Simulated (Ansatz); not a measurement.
Calculated with Ansatz (gas phase, PBE0-D4/def2-TZVP geometries, no zero-point term in ΔE). CBS: MP2 limit from def2 TZ/QZ plus the TZ coupled-cluster correction, frozen cores. This one scheme is used for every species. DFT in def2-TZVPP. HSE06 is defined as in plane-wave codes. Each species was taken in one conformer, which may not be the lowest.

`O[SiH2]C#C[SiH3]` + H₂ → `C#C[SiH2]O` + SiH₄  (hydrogenolysis of a C–Si bond)

`O[SiH2]C#C[SiH3]`:

Cartesian coordinates in Å:
```
O 2.280 -0.778 1.915
Si 1.039 -1.543 1.162
C 0.029 -0.369 0.185
C -0.631 0.409 -0.474
Si -1.630 1.578 -1.459
H 2.869 -0.244 1.381
H 1.516 -2.587 0.221
H 0.213 -2.139 2.232
H -1.803 1.040 -2.830
H -2.955 1.750 -0.815
H -0.927 2.883 -1.518
```

H₂:

```xyz
2

H    -0.147    0.327   -0.102
H     0.147   -0.327    0.102
```

`C#C[SiH2]O`:

Cartesian coordinates in Å:
```
C -0.381 -0.871 1.941
C -0.316 -0.454 0.810
Si -0.215 0.202 -0.894
O 1.322 0.631 -1.277
H -0.440 -1.244 2.937
H -1.149 1.353 -0.972
H -0.600 -0.850 -1.858
H 1.780 1.232 -0.687
```

SiH₄:

```xyz
5

Si    0.000    0.000    0.000
H    -0.472   -1.269    0.610
H     1.438   -0.123   -0.347
H    -0.182    1.112    0.967
H    -0.784    0.280   -1.229
```

```csv
level,ΔE (kcal/mol)
PBE0,2.6
HSE06,2.6
HF/def2-SVP,-2.3
MP2/def2-QZVPP,5.4
```

(1) What does CCSD(T)/CBS give? (Best estimate.)

Largest T1 diagnostic among the species: 0.012.

Results:

(1) The calculation gave: +3.8 kcal/mol. The listed levels differ from it by -1.2, -1.2, -6.1, 1.6 kcal/mol.

In def2-TZVPP, CCSD(T) changes the Hartree–Fock value by +3.8 kcal/mol (the triples alone add +1.1 kcal/mol) and MP2 by +5.8 kcal/mol. From r2SCAN to r2SCAN0 (25 % exact exchange), in def2-TZVPP and without D4, ΔE moves by −1.0 kcal/mol.
